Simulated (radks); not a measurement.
Question: These are the eigenvalues of the occupied orbitals of an atom or ion with whole-number occupations (hartree). All-electron calculation, Dirac Kohn-Sham, PBE, spin-unpolarised, spherical densities, finite nucleus; Fermi nuclear charge, rms radius of each element as measured or else 0.836 A^(1/3) + 0.57 fm. Program: a radial shooting solver on a logarithmic mesh with Libxc functionals.

orbital  eigenvalue
1s1/2     -848.8680
2s1/2     -125.3702
2p1/2     -116.2777
2p3/2     -110.9636
3s1/2     -24.61086
3p1/2     -21.05336
3p3/2     -20.13781
3d3/2     -13.84403
3d5/2     -13.66327
4s1/2      -5.60622
4p1/2      -4.49553
4p3/2      -4.34024
4d3/2      -2.60974

Which element is it, and in what charge state? The configuration may be excited. Open shells, if any, fill j = l - 1/2 first.

Answer: Z = 45, rhodium, charge +5: Rh5+ in [Kr] 4d4. The list shows which subshells hold electrons but not how many an open one holds; the 1s level, -848.87 hartree, gives Z - s = 41.2 by -(Z - s)^2/2, which with screening and relativity narrows Z to a few neighbours, and the depths of the outer levels then fix element, charge and occupations together.
